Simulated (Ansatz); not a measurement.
`BC1[SiH2][Se]1` + `C[SiH](N)Cl` → `BN[SiH](C)Cl` + `C1[SiH2][Se]1`  (ligand exchange at a B–C bond)

Isolated molecules relaxed with PBE0-D4/def2-TZVP in Ansatz; ΔE leaves out vibrations. CBS: MP2 limit from def2 TZ/QZ plus the TZ coupled-cluster correction, frozen cores. DFT in def2-TZVPP. For Se outer-core shells are correlated without core-valence functions, which leaves a few kJ/mol of doubt a bond. Scalar relativity is left out up to krypton. Each species was taken in one conformer, which may not be the lowest.

Question: Is it downhill or uphill in electronic energy at CCSD(T)/CBS, and by how much? (Estimate.)

Answer: Computed: Downhill: ΔE = -0.97 eV.

Question: What do these levels give: B2PLYP, r2SCAN, CCSD/def2-TZVPP, CCSD(T)/def2-TZVPP, HF/def2-QZVPP, CCSD/CBS(def2)? (Best estimate.)

Answer: Ansatz gave: B2PLYP -1.00, r2SCAN -0.95, CCSD/def2-TZVPP -1.00, CCSD(T)/def2-TZVPP -0.99, HF/def2-QZVPP -1.06, CCSD/CBS(def2) -0.98 eV.

Largest T1 diagnostic among the species: 0.011.

In def2-TZVPP, CCSD(T) changes the Hartree–Fock value by +0.06 eV (the triples alone add +0.01 eV) and MP2 by +0.10 eV.
